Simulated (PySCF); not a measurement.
## Assignment exercise: C4H10FNSi2

Atom-mapped SMILES (the numbers label the heavy atoms): `[CH2:1]=[N:2][SiH2:3][CH2:4]/[CH:5]=[C:6](/[F:7])[SiH3:8]`. Each H is labelled by its parent atom. Ha(C1) is cis to Si3; Hb(C1) is trans to Si3.

PySCF 2.14 calculation with geometry: GFN2-xTB and GIAO PBE0/pcSseg-1 shieldings; no solvent model, non-relativistic Hamiltonian, rapidly exchanging positions averaged, a single conformation.

Shifts are taken against calculated references (same method and geometry level): TMS for ¹³C and ¹H.

(1) Assign these signals to the numbered atoms. ¹³C{¹H} NMR (computed): δ 176.3 (CH2), 168.9 (C), 129.8 (CH), 16.9 (CH2).

(2) Assign these signals to the numbered atoms. ¹H NMR (400 MHz, computed): δ 8.79 (m, 1H), 8.76 (m, 1H), 6.27 (m, 1H), 5.06 (t, 2H), 4.19 (m, 3H), 1.84 (m, 2H).

## Answers

(1) 
```tsv
δ (ppm)	atoms	environment	reason
176.3	C1	C=N carbon	–
168.9	C6	fully substituted alkene carbon	–
129.8	C5	alkene CH	an sp2 carbon of a C=C bond
16.9	C4	allylic sp3 CH2 bonded to Si	–
```

(2) 
| δ (ppm) | atoms | environment | reason |
| --- | --- | --- | --- |
| 8.79 | Ha(C1) | hydrogen on a C=N carbon | – |
| 8.76 | Hb(C1) | hydrogen on a C=N carbon | – |
| 6.27 | H(C5) | hydrogen on an alkene CH | olefinic region |
| 5.06 | H(Si3) | hydrogen on a silicon bonded to C, N | – |
| 4.19 | H(Si8) | hydrogen on a silicon bonded to C | – |
| 1.84 | H(C4) | hydrogen on an allylic sp3 CH2 bonded to Si | allylic position |

Ha(C1) and Hb(C1) lie closer than the usual error of such a calculation, so a measured spectrum could show them in the other order.

Splittings by ¹⁹F in the carbon and heteronuclear signals aren't shown, as no couplings were computed. Shifts are as computed. Against solution values, carbons near 30 ppm lie about +3 ppm off and those near 130 ppm about +5 ppm. Of 1309 compounds with measured shifts, 239 miss one by over three times the rms of a fit or turn the order of signals round; such compounds aren't used in these exercises. Multiplicities follow the n + 1 count of equivalent neighbours, as no J values were calculated; m marks all less simple cases, F and P coupling included.
